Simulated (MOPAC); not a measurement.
Input file for MOPAC: PM6 on C2H6O3 (a complex), monomers drawn apart or pushed together.

```
PM6 1SCF PRECISE CHARGE=0 THREADS=1
C2H6O3

C     -0.18959984 1    -0.35027155 1     0.18298513 1
O      0.48929812 1    -0.80551941 1     1.35222821 1
H     -0.90401098 1     0.44544238 1     0.41406080 1
H     -0.72878482 1    -1.20179257 1    -0.22782492 1
H      0.51964067 1     0.01102285 1    -0.56553982 1
H      0.93739835 1    -0.05470029 1     1.77985290 1
O      0.81916838 1     0.85091856 1     3.39333154 1
C      0.00876922 1     0.21679042 1     4.03062556 1
O     -0.64696517 1    -0.85091434 1     3.60512417 1
H     -0.27524519 1     0.47028159 1     5.05975981 1
H     -0.35859916 1    -1.04220279 1     2.66890530 1
```

Program output:

```
*******************************************************************************
 **                                                                           **
 **                              MOPAC v23.2.5                                **
 **                                                                           **
 *******************************************************************************
 ** MOPAC's Digital Object Identifier: https://doi.org/10.5281/zenodo.6511958 **
 **                                                                           **
 ** Please cite the open-source release paper for use of this MOPAC version:  **
 ** J. E. Moussa and J. J. P. Stewart (2026)                                  **
 ** MOPAC: An open-source semiempirical molecular orbital program             **
 ** J. Open Source Softw., 11(119), 8025, https://doi.org/10.21105/joss.08025 **
 *******************************************************************************

                              PM6 CALCULATION RESULTS

 *******************************************************************************
 *  PM6        - The PM6 Hamiltonian to be used
 *
 *
 *
 *                 CHARGE ON SYSTEM = 0
 *
 *
 *
 *  PRECISE    - TIGHTER CRITERIA TO BE USED
 *  1SCF       - DO 1 SCF AND THEN STOP
 *  THREADS=1  - MULTI-THREADING NOT USED
 *  T=         - A TIME OF 172800.0 SECONDS REQUESTED
 *  DUMP=N     - RESTART FILE WRITTEN EVERY 7200.0 SECONDS REQUESTED
 *******************************************************************************
PM6 1SCF PRECISE CHARGE=0 THREADS=1
 C2H6O3

   ATOM   CHEMICAL          X               Y               Z
  NUMBER   SYMBOL      (ANGSTROMS)     (ANGSTROMS)     (ANGSTROMS)

     1       C         -0.18959984  *  -0.35027155  *   0.18298513  *
     2       O          0.48929812  *  -0.80551941  *   1.35222821  *
     3       H         -0.90401098  *   0.44544238  *   0.41406080  *
     4       H         -0.72878482  *  -1.20179257  *  -0.22782492  *
     5       H          0.51964067  *   0.01102285  *  -0.56553982  *
     6       H          0.93739835  *  -0.05470029  *   1.77985290  *
     7       O          0.81916838  *   0.85091856  *   3.39333154  *
     8       C          0.00876922  *   0.21679042  *   4.03062556  *
     9       O         -0.64696517  *  -0.85091434  *   3.60512417  *
    10       H         -0.27524519  *   0.47028159  *   5.05975981  *
    11       H         -0.35859916  *  -1.04220279  *   2.66890530  *



          CARTESIAN COORDINATES

    NO.       ATOM           X           Y           Z

     1         C         -0.1896     -0.3503      0.1830
     2         O          0.4893     -0.8055      1.3522
     3         H         -0.9040      0.4454      0.4141
     4         H         -0.7288     -1.2018     -0.2278
     5         H          0.5196      0.0110     -0.5655
     6         H          0.9374     -0.0547      1.7799
     7         O          0.8192      0.8509      3.3933
     8         C          0.0088      0.2168      4.0306
     9         O         -0.6470     -0.8509      3.6051
    10         H         -0.2752      0.4703      5.0598
    11         H         -0.3586     -1.0422      2.6689

 General Reference for PM6:
 "Optimization of Parameters for Semiempirical Methods V: Modification of NDDO Approximations
 and Application to 70 Elements", J. J. P. Stewart, J. Mol. Mod., 13, 1173-1213 (2007)
 URL: https://link.springer.com/article/10.1007/s00894-007-0233-4

           Empirical Formula: C2 H6 O3  =    11 atoms



      MOLECULAR POINT GROUP   :   C1


      RHF CALCULATION, NO. OF DOUBLY OCCUPIED LEVELS = 16


 -------------------------------------------------------------------------------
 PM6 1SCF PRECISE CHARGE=0 THREADS=1
 C2H6O3



     1SCF WAS SPECIFIED, SO BFGS WAS NOT USED
     SCF FIELD WAS ACHIEVED


                              PM6 CALCULATION
                                                       MOPAC v23.2.5 Linux




          FINAL HEAT OF FORMATION =       -140.80668 KCAL/MOL =    -589.13516 KJ/MOL


          COSMO AREA              =        114.01 SQUARE ANGSTROMS
          COSMO VOLUME            =         96.34 CUBIC ANGSTROMS

          IONIZATION POTENTIAL    =         11.106692 EV
          HOMO LUMO ENERGIES (EV) =        -11.107  0.279
          NO. OF FILLED LEVELS    =         16
          MOLECULAR WEIGHT        =         78.0676         POINT GROUP:  C1

          MOLECULAR DIMENSIONS (Angstroms)

            Atom       Atom       Distance
            H    10    H     5     5.69972
            O     7    H     4     2.70337
            O     2    H     3     1.97704


          SCF CALCULATIONS        =          1





   ATOM   CHEMICAL          X               Y               Z
  NUMBER   SYMBOL      (ANGSTROMS)     (ANGSTROMS)     (ANGSTROMS)

     1       C         -0.18959984  *  -0.35027155  *   0.18298513  *
     2       O          0.48929812  *  -0.80551941  *   1.35222821  *
     3       H         -0.90401098  *   0.44544238  *   0.41406080  *
     4       H         -0.72878482  *  -1.20179257  *  -0.22782492  *
     5       H          0.51964067  *   0.01102285  *  -0.56553982  *
     6       H          0.93739835  *  -0.05470029  *   1.77985290  *
     7       O          0.81916838  *   0.85091856  *   3.39333154  *
     8       C          0.00876922  *   0.21679042  *   4.03062556  *
     9       O         -0.64696517  *  -0.85091434  *   3.60512417  *
    10       H         -0.27524519  *   0.47028159  *   5.05975981  *
    11       H         -0.35859916  *  -1.04220279  *   2.66890530  *

                             CARTESIAN COORDINATES

   1    C       -0.189599840    -0.350271550     0.182985130
   2    O        0.489298120    -0.805519410     1.352228210
   3    H       -0.904010980     0.445442380     0.414060800
   4    H       -0.728784820    -1.201792570    -0.227824920
   5    H        0.519640670     0.011022850    -0.565539820
   6    H        0.937398350    -0.054700290     1.779852900
   7    O        0.819168380     0.850918560     3.393331540
   8    C        0.008769220     0.216790420     4.030625560
   9    O       -0.646965170    -0.850914340     3.605124170
  10    H       -0.275245190     0.470281590     5.059759810
  11    H       -0.358599160    -1.042202790     2.668905300


           Empirical Formula: C2 H6 O3  =    11 atoms



      MOLECULAR POINT GROUP   :   C1


                  EIGENVALUES
 -32.99010 -31.48032 -30.34910 -25.29160 -23.92918 -18.81156 -18.36940 -17.49461
 -16.29957 -15.82589 -15.66081 -13.94092 -13.02926 -12.47375 -11.56604 -11.10669
   0.27950   1.90011   2.38477   3.68584   4.15731   4.77468   4.91625   5.27252
   5.50593   5.74958


              NET ATOMIC CHARGES AND DIPOLE CONTRIBUTIONS

  ATOM NO.   TYPE          CHARGE      No. of ELECS.   s-Pop       p-Pop
    1          C          -0.181258        4.1813     1.08723     3.09403
    2          O          -0.541011        6.5410     1.80832     4.73270
    3          H           0.129695        0.8703     0.87030
    4          H           0.155152        0.8448     0.84485
    5          H           0.138103        0.8619     0.86190
    6          H           0.338467        0.6615     0.66153
    7          O          -0.554256        6.5543     1.84820     4.70605
    8          C           0.508129        3.4919     1.11367     2.37820
    9          O          -0.496442        6.4964     1.80941     4.68703
   10          H           0.146002        0.8540     0.85400
   11          H           0.357420        0.6426     0.64258
 DIPOLE           X         Y         Z       TOTAL
 POINT-CHG.    -1.769     0.532    -0.729     1.986
 HYBRID         0.342     0.063    -0.209     0.406
 SUM           -1.427     0.595    -0.938     1.808


          ATOMIC ORBITAL ELECTRON POPULATIONS

     Atom    s        px        py        pz
    1  C   1.08723   1.06516   1.12596   0.90291
    2  O   1.80832   1.72462   1.53331   1.47476
    3  H   0.87030
    4  H   0.84485
    5  H   0.86190
    6  H   0.66153
    7  O   1.84820   1.43665   1.58058   1.68883
    8  C   1.11367   0.72750   0.73247   0.91823
    9  O   1.80941   1.66457   1.51786   1.50460
   10  H   0.85400
   11  H   0.64258

 **********************
 *                    *
 * JOB ENDED NORMALLY *
 *                    *
 **********************




 == MOPAC DONE ==
```

The run finished.

Cost: roughly 0.020 core-seconds.
